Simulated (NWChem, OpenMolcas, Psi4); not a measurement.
## LiI (Lithium Iodide): methods side by side

LiI: 2 atoms, total charge 0, spin state singlet. SMILES: `[Li][I]`. Geometry: the measured bond length.

```xyz
2

Li    0.0000    0.0000    0.0000
I     0.0000    0.0000    2.3919
```

Quantity: the dipole moment, in D. The values are calculated.

```json
{"level": "HF/def2-TZVPPD (core potential)", "kind": "Hartree–Fock", "program": "Psi4", "value (D)": "7.65", "CPU time": "11 s"}
{"level": "SVWN5/def2-TZVPPD (core potential)", "kind": "LDA", "program": "OpenMolcas", "value (D)": "7.08", "CPU time": "7.1 s"}
{"level": "PBE/def2-TZVPPD (core potential)", "kind": "GGA", "program": "OpenMolcas", "value (D)": "7.05", "CPU time": "9.5 s"}
{"level": "revPBE/def2-TZVPPD (core potential)", "kind": "GGA", "program": "NWChem", "value (D)": "7.07", "CPU time": "9.5 s"}
{"level": "TPSS/def2-TZVPPD (core potential)", "kind": "meta-GGA", "program": "NWChem", "value (D)": "7.16", "CPU time": "11 s"}
{"level": "r2SCAN/def2-TZVPPD (core potential)", "kind": "meta-GGA", "program": "OpenMolcas", "value (D)": "7.32", "CPU time": "12 s"}
{"level": "B3LYP/def2-TZVPPD (core potential)", "kind": "global hybrid", "program": "OpenMolcas", "value (D)": "7.20", "CPU time": "9.3 s"}
{"level": "BHLYP/def2-TZVPPD (core potential)", "kind": "global hybrid", "program": "NWChem", "value (D)": "7.39", "CPU time": "9.1 s"}
```

The values span 7.05 to 7.65 D. CPU times are rough (shared hosts, several kinds of processor): they show what a rung costs within a factor of a few.
